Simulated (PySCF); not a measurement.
# From computed data to an observable: dipole moment from atomic charges

W(NH)(S)(SH)2 (H3NS3W), SMILES [SH][W]([SH])(=[S])=[NH], multiplicity 1. Atoms are numbered in the order given.

```xyz
8

W      0.0000    -0.1384    -0.0872
N     -0.5026    -1.4982    -1.0676
H     -0.3326    -2.3618    -1.5817
S      2.0967    -0.1560     0.3698
S     -0.5756     1.7102    -1.4276
H      0.0673     2.6271    -0.6604
S     -1.1417    -0.2279     1.9757
H     -2.2874    -0.7568     1.4797
```
Charge 0, spin multiplicity 1.

Geometry: B3LYP-D3(BJ)/def2-SVP. The spin state was assumed, not searched. The structure was generated by enumeration; whether it is a known compound was not checked. The def2 effective core potentials stand for the cores of W; spin–orbit coupling is left out. One conformer was computed; it need not be the lowest.

Charges (e) from B3LYP/def2-TZVP run with PySCF:

```tsv
atom	Mulliken	ESP fit
W1	0.968	0.273
N2	-0.543	-0.414
H3	0.253	0.330
S4	-0.301	-0.151
S5	-0.348	-0.200
H6	0.160	0.185
S7	-0.353	-0.211
H8	0.163	0.187
```

The dipole moment of the full density is 1.56 D.

Task: What dipole moment does each set of point charges give, and which comes closer to that of the density?

Result: 
μ = Σ q r, and 1 e Å = 4.8032 D.
Mulliken: Σ q r = (-0.201, -0.089, -0.081) e Å, |μ| = 1.13 D.
ESP fit: Σ q r = (-0.278, -0.123, -0.136) e Å, |μ| = 1.60 D.
ESP fit comes closer in size. Point charges leave out the atoms' own dipoles (lone pairs, polarised bonds); fits to the potential absorb them, partitions of the density don't.
